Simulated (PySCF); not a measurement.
Species: CH5F3GaN.
Structure used (PBE0-D3(BJ)/def2-SVP), in Å, numbered top down from 1:
```
atom  x, y, z in Å
N1     1.4441   -0.2526   -0.2557
Ga2   -0.0763    1.0484    0.4667
C3    -1.4351   -0.3794   -0.0228
F4    -2.7273   -0.1209    0.2125
F5    -1.3440   -0.6916   -1.3473
F6    -1.1547   -1.5464    0.6240
H7     2.3985    0.0987   -0.1881
H8     1.2491   -0.4679   -1.2348
H9     1.3884   -1.1322    0.2604
H10    0.2717    1.1561    1.9950
H11    0.0237    2.2619   -0.5257
```

Computed with PBE0-D3(BJ)/def2-SVP geometry optimisation, gas phase (PySCF 2.14.0).

Question: Which atoms are bound to Ga2, and at what distances?

Answer: 4 atoms: H11 1.571 Å, H10 1.571 Å, C3 2.031 Å, N1 2.127 Å. The nearest atom not counted as bound is H9, at 2.63 Å (others tie with it).

Question: List the angles at Ga2.

Answer: 
| angle | degrees | distance of the outer atoms (Å) |
| --- | --- | --- |
| H10–Ga2–H11 | 123.2 | 2.76 |
| C3–Ga2–H11 | 115.7 | 3.06 |
| C3–Ga2–H10 | 115.5 | 3.06 |
| N1–Ga2–H10 | 102.4 | 2.90 |
| N1–Ga2–H11 | 102.3 | 2.90 |
| N1–Ga2–C3 | 88.1 | 2.89 |

Question: Describe the arrangement about Ga2 in numbers.

Answer: Angles from 88.1° to 123.2°; τ4 = (360° − α − β)/141° = 0.86 with α and β the two widest (0 for a square, 1 for a tetrahedron).

Question: What are the other bond lengths?

Answer: C3–F4 1.339 Å; C3–F5, C3–F6 1.364 Å; N1–H7, N1–H8, N1–H9 1.021 Å.

Question: Give some angles away from the centre.

Answer: Ga2–C3–F4 117.9°, Ga2–C3–F5 110.5°, Ga2–C3–F6 110.5°, F4–C3–F5 106.2°.

Question: What are the rotational constants (commonest isotopes, rigid rotor)?

Answer: A = 3225, B = 1690, C = 1416 MHz: an asymmetric top.

Point group: Cs (every atom within 0.08 Å of its image). Charge 0, singlet. No PBE0-D3(BJ)/def2-SVP frequencies stand behind this structure, so it isn't proved a minimum.
